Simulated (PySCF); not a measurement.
**Worked example: oscillator strength and radiative lifetime**

GeBr₂, SMILES [Br][Ge][Br] (connectivity only; charge and spin as stated), neutral, multiplicity 1.

Geometry optimised at PBE0-D3(BJ)/def2-SVP. The isomer is the one that the SMILES or the coordinates give; other isomers of the formula were not compared.

TDDFT-B3LYP/def2-SVPD in PySCF puts the first singlet state with f over 0.02 at 4.27 eV (vertical), with the transition dipole (0.000, 0.629, 0.000) in atomic units.

Task: Find the oscillator strength, the wavelength and the radiative lifetime that this transition would have in vacuum if emission retraced absorption.

Result: 
|μ|² = 0.3956 au, so |μ| = 1.60 D. ΔE = 4.27/27.211 = 0.1569 hartree. f = (2/3) ΔE |μ|² = 0.041 (the program prints 0.041).
λ = 1239.84/4.27 = 290 nm; ν = 34440 cm⁻¹.
Einstein's coefficient A = 0.6670 ν² f s⁻¹ (ν in cm⁻¹) = 3.3e7 s⁻¹, so τ = 1/A = 31 ns. This state is S3; the lower singlets have f = 0.007, 0.000. The figure is the radiative limit of this one transition; relaxation, internal conversion, crossing to triplets and a medium change what is measured.
